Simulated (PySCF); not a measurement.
C5H12NP.
Cartesian coordinates in Å at the GFN2-xTB level; atoms count from 1:
```xyz
19
C5H12NP angstrom
C      2.3963   -0.6738    1.0247
N      1.1031   -0.7526    0.3583
P     -0.2295   -0.0952    1.2531
C     -0.0782    1.6606    0.5959
C     -0.7750    1.2817   -0.7154
C     -1.4469    0.0047   -0.1925
C     -1.5824   -1.1547   -1.1583
H      3.1757   -0.9421    0.3094
H      2.4876   -1.3253    1.9004
H      2.5610    0.3539    1.3470
H      0.8987   -1.7250    0.1358
H     -0.6721    2.3443    1.2030
H      0.9337    2.0503    0.5021
H     -0.0402    1.0317   -1.4789
H     -1.4561    2.0341   -1.1181
H     -2.4245    0.2415    0.2418
H     -2.2784   -0.8934   -1.9551
H     -1.9608   -2.0405   -0.6496
H     -0.6218   -1.3910   -1.6110
```

Computed with PySCF, TDDFT B3LYP/def2-SVPD, vertical, gas phase, core orbitals frozen in the response.

Ground-to-excited transition dipoles (e·a0, same axes as the geometry; the sign carries no meaning), for the states with f of 0.002 or more among the lowest 7:

| state | E (eV) | μx | μy | μz |
| --- | --- | --- | --- | --- |
| S1 | 4.678 | 0.125 | 0.476 | 0.115 |
| S2 | 4.849 | -0.480 | 0.148 | -0.176 |
| S3 | 5.486 | -0.312 | 0.084 | 0.249 |
| S4 | 5.701 | -0.033 | -0.113 | -0.037 |
| S5 | 6.007 | -0.026 | 0.147 | -0.371 |
| S6 | 6.205 | 0.383 | -0.241 | -0.100 |
| S7 | 6.409 | 0.160 | -0.219 | 0.268 |

(1) Work out the oscillator strengths.

(2) Which bond between heavy atoms lies closest to the direction of the S2 transition dipole?

(3) What angle do the transition dipoles of S5 and S6 make?

(4) How is the summed strength of these states shared among x, y and z?

## Answers

(1) f = (2/3) ΔE |μ|² with ΔE in hartree (27.2114 eV).

```json
{"state": "S1", "|μ|² (au)": "0.256", "|μ| (D)": "1.29", "f": "0.029"}
{"state": "S2", "|μ|² (au)": "0.283", "|μ| (D)": "1.35", "f": "0.034"}
{"state": "S3", "|μ|² (au)": "0.166", "|μ| (D)": "1.04", "f": "0.022"}
{"state": "S4", "|μ|² (au)": "0.015", "|μ| (D)": "0.31", "f": "0.002"}
{"state": "S5", "|μ|² (au)": "0.160", "|μ| (D)": "1.02", "f": "0.024"}
{"state": "S6", "|μ|² (au)": "0.215", "|μ| (D)": "1.18", "f": "0.033"}
{"state": "S7", "|μ|² (au)": "0.145", "|μ| (D)": "0.97", "f": "0.023"}
```

(2) C1–N2, at 21° from it; next P3–C6 at 32°.

(3) |cos θ| = |μa·μb| / (|μa| |μb|) = 0.04, so θ ≈ 87° (taken between 0 and 90°, since the signs are arbitrary).

(4) (2/3) Σ ΔE μα² gives 0.069 for x, 0.051 for y and 0.047 for z, 0.166 in all.

Time: 57 s wall (with the writing of density and orbital grids). Hardware: one thread, x86-64 server, on a shared host.

One conformer stands for the species.

Without π bonds the low states may be Rydberg-like; a valence basis with one diffuse set may place them up to an eV too high.
